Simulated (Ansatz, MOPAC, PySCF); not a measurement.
C2H5F3O3Sn, SMILES `[OH][Sn]([OH])([OH])[CH2]C(F)(F)F`, neutral singlet in the gas phase. In the def2 sets core potentials replace the inner electrons of Sn.

Cartesian coordinates (Å):
SMILES: [OH][Sn]([OH])([OH])[CH2]C(F)(F)F
```xyz
14

O     -2.0692     0.7984    -1.5163
Sn    -0.9398     0.5078     0.0717
O     -1.1173     2.0579     1.2731
O     -1.6795    -1.1373     0.8729
C      1.1610     0.4242    -0.3589
C      1.7096    -0.9549    -0.1622
F      1.4503    -1.4075     1.0819
F      3.0306    -1.0089    -0.3281
F      1.1625    -1.8294    -1.0150
H     -2.6633     0.0479    -1.6436
H     -2.0386     2.2701     1.4641
H     -0.9975    -1.6389     1.3372
H      1.6651     1.1256     0.3197
H      1.3259     0.7449    -1.3962
```
Charge 0, multiplicity 1.

All levels are single points at this geometry (PBE0-D3(BJ)/def2-SVP); Pople sets use spherical d functions. Orbital energies aren't observables, and empty levels follow the basis.

HF/6-31G* (LANL2DZ on Sn) in PySCF gives gap (eV) = 15.69.

Estimate the gap (eV) from each of these levels: B3LYP-D3(BJ)/def2-TZVP in Ansatz (a program for electronic structure); PBE-D3(BJ)/def2-TZVP in Ansatz; B3LYP/6-31G* (LANL2DZ on Sn) in PySCF; PM6 in MOPAC; PM7 in MOPAC.


```csv
level,gap (eV)
B3LYP-D3(BJ)/def2-TZVP in Ansatz,6.92
PBE-D3(BJ)/def2-TZVP in Ansatz,4.87
B3LYP/6-31G* (LANL2DZ on Sn) in PySCF,7.21
PM6 in MOPAC,10.66
PM7 in MOPAC,11.69
```
